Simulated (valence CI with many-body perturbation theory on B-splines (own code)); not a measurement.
## Ca4+: electric-dipole lines

Method: configuration interaction combined with many-body perturbation theory (CI+MBPT): six valence electrons over a frozen Dirac-Fock core [Ne], radial functions for each j: 9 s, 9 p, 8 d, 6 f, 3 g, 1 h, with the one-electron correlation potential Σ1 (screened to all orders), the two-electron term Σ2, the three-electron term Σ3, Breit, model QED; selected single and double excitations, second order for the rest, scaled by the run's own slope (own B-spline code, finite nucleus).

Set against measurement, 7 paired levels are off by 138 cm⁻¹ on average, the worst by 311. These come from a selection out of Sugar and Corliss, J. Phys. Chem. Ref. Data 8, 865 (1979). Levels without a partner in it may be off by more. Among the levels kept, up to 1100 cm⁻¹ of a level comes from second order outside the variational space, and about a tenth of that is noise between levels of different J, which matters for small intervals.

Lines 1 to 50 of 70 in falling wavelength, among levels below 274450 cm⁻¹, chosen from the strongest by gf and those to the six lowest levels. Wavelengths and rates use the calculated energies, so an error of 100 cm⁻¹ moves a line at 88.94 nm by 0.089 % and its rate by three times that or more. Electric multipoles are in the length gauge, E1 and E2 with the static RPA response of the core. Weak lines are less certain than strong ones. Lines between different terms over intervals too small for the method are left out, as are lines whose strength nearly cancels. The highest levels of a list are the least certain.

Names give the largest LS component (configuration and term), which can be under half, so a name can repeat, a term be missing and a line seem to break the LS rules; names also repeat where a configuration has a term twice. Letters in brackets count levels of one name in rising energy.

```
λ vac (nm)  λ from measured levels                 Upper         Lower   A (s⁻¹)  S (a.u.) with core polarisation  S without
     88.94                   88.56          3s 3p5 3P°_1  3s2 3p4 1S_0  4.26e+05                         4.44e-04   4.63e-04
     73.80                                  3s 3p5 3P°_2  3s2 3p4 1D_2  3.19e+06                         3.16e-03   3.31e-03
     72.67                   72.50          3s 3p5 3P°_1  3s2 3p4 1D_2  1.18e+04                         6.73e-06   6.74e-06
     65.76                                  3s 3p5 3P°_2  3s2 3p4 3P_1  1.98e+08                         1.39e-01   1.45e-01
     65.24                   65.15          3s 3p5 3P°_1  3s2 3p4 3P_0  2.69e+08                         1.11e-01   1.16e-01
     65.08                                  3s 3p5 1P°_1  3s2 3p4 1S_0  3.05e+07                         1.25e-02   1.33e-02
     64.86                   64.79          3s 3p5 3P°_1  3s2 3p4 3P_1  2.06e+08                         8.31e-02   8.68e-02
     64.73                                  3s 3p5 3P°_2  3s2 3p4 3P_2  6.14e+08                         4.11e-01   4.29e-01
     64.39                   64.31          3s 3p5 3P°_0  3s2 3p4 3P_1  8.35e+08                         1.10e-01   1.15e-01
     63.87                   63.79          3s 3p5 3P°_1  3s2 3p4 3P_2  3.56e+08                         1.37e-01   1.43e-01
     61.08                              3s2 3p3 3d 5D°_1  3s2 3p4 1S_0  1.60e+02                         5.41e-08   5.50e-08
     55.92                                  3s 3p5 1P°_1  3s2 3p4 1D_2  2.11e+09                         5.47e-01   5.71e-01
     55.49                          3s2 3p3 3d 3D°_1 [a]  3s2 3p4 1S_0  6.75e+04                         1.71e-05   1.77e-05
     52.94                              3s2 3p3 3d 5D°_1  3s2 3p4 1D_2  4.26e+03                         9.36e-07   9.88e-07
     52.93                              3s2 3p3 3d 5D°_2  3s2 3p4 1D_2  6.26e+03                         2.29e-06   2.35e-06
     52.91                              3s2 3p3 3d 5D°_3  3s2 3p4 1D_2  1.91e+03                         9.75e-07   9.94e-07
     51.41                                  3s 3p5 1P°_1  3s2 3p4 3P_0  2.08e+05                         4.19e-05   4.25e-05
     51.18                                  3s 3p5 1P°_1  3s2 3p4 3P_1  6.59e+05                         1.31e-04   1.36e-04
     50.55                                  3s 3p5 1P°_1  3s2 3p4 3P_2  1.40e+07                         2.68e-03   2.79e-03
     48.88                              3s2 3p3 3d 5D°_1  3s2 3p4 3P_0  5.06e+05                         8.75e-05   9.08e-05
     48.77                          3s2 3p3 3d 3D°_2 [a]  3s2 3p4 1D_2  2.19e+05                         6.26e-05   6.48e-05
     48.76                          3s2 3p3 3d 3D°_3 [a]  3s2 3p4 1D_2  2.86e+04                         1.15e-05   1.19e-05
     48.69                          3s2 3p3 3d 3D°_1 [a]  3s2 3p4 1D_2  2.03e+05                         3.46e-05   3.58e-05
     48.67                              3s2 3p3 3d 5D°_0  3s2 3p4 3P_1  6.10e+06                         3.47e-04   3.57e-04
     48.67                              3s2 3p3 3d 5D°_1  3s2 3p4 3P_1  2.24e+06                         3.83e-04   3.93e-04
     48.66                              3s2 3p3 3d 5D°_2  3s2 3p4 3P_1  3.69e+04                         1.05e-05   1.02e-05
     48.10                              3s2 3p3 3d 5D°_1  3s2 3p4 3P_2  2.55e+06                         4.20e-04   4.31e-04
     48.10                              3s2 3p3 3d 5D°_2  3s2 3p4 3P_2  3.57e+06                         9.79e-04   1.00e-03
     48.09                              3s2 3p3 3d 5D°_3  3s2 3p4 3P_2  1.56e+06                         5.98e-04   6.08e-04
     47.30                          3s2 3p3 3d 3F°_2 [a]  3s2 3p4 1D_2  1.53e+05                         4.00e-05   4.15e-05
     47.13                          3s2 3p3 3d 3F°_3 [a]  3s2 3p4 1D_2  1.43e+06                         5.19e-04   5.27e-04
     45.24                          3s2 3p3 3d 3D°_1 [a]  3s2 3p4 3P_0  4.49e+06                         6.16e-04   6.14e-04
     45.12                          3s2 3p3 3d 3D°_2 [a]  3s2 3p4 3P_1  3.47e+06                         7.88e-04   7.80e-04
     45.05                          3s2 3p3 3d 3D°_1 [a]  3s2 3p4 3P_1  8.78e+06                         1.19e-03   1.20e-03
     44.99                          3s2 3p3 3d 3D°_1 [b]  3s2 3p4 1S_0  2.82e+06                         3.80e-04   3.91e-04
     44.96                              3s2 3p3 3d 3P°_1  3s2 3p4 1S_0  2.19e+06                         2.94e-04   2.98e-04
     44.64                          3s2 3p3 3d 3D°_2 [a]  3s2 3p4 3P_2  9.29e+06                         2.04e-03   2.07e-03
     44.63                          3s2 3p3 3d 3D°_3 [a]  3s2 3p4 3P_2  5.26e+06                         1.61e-03   1.61e-03
     44.57                          3s2 3p3 3d 3D°_1 [a]  3s2 3p4 3P_2  2.02e+06                         2.65e-04   2.70e-04
     44.27                              3s2 3p3 3d 3G°_3  3s2 3p4 1D_2  5.09e+06                         1.52e-03   1.55e-03
     43.99                              3s2 3p3 3d 1S°_0  3s2 3p4 3P_1  4.78e+06                         2.01e-04   2.06e-04
     43.86                          3s2 3p3 3d 3F°_2 [a]  3s2 3p4 3P_1  4.79e+05                         9.97e-05   1.01e-04
     43.40                          3s2 3p3 3d 3F°_2 [a]  3s2 3p4 3P_2  4.77e+05                         9.63e-05   9.81e-05
     43.27                          3s2 3p3 3d 3F°_3 [a]  3s2 3p4 3P_2  1.43e+06                         4.01e-04   4.07e-04
     42.50                   42.50      3s2 3p3 3d 1D°_2  3s2 3p4 1D_2  4.95e+08                         9.37e-02   9.62e-02
     40.84                              3s2 3p3 3d 3G°_3  3s2 3p4 3P_2  3.68e+05                         8.66e-05   8.84e-05
     40.75                          3s2 3p3 3d 3F°_3 [b]  3s2 3p4 1D_2  3.02e+06                         7.07e-04   7.20e-04
     40.68                          3s2 3p3 3d 3F°_2 [b]  3s2 3p4 1D_2  1.00e+07                         1.67e-03   1.70e-03
     40.42                          3s2 3p3 3d 3D°_1 [b]  3s2 3p4 1D_2  1.99e+07                         1.94e-03   2.01e-03
     40.39                              3s2 3p3 3d 3P°_1  3s2 3p4 1D_2  1.35e+07                         1.32e-03   1.35e-03
```
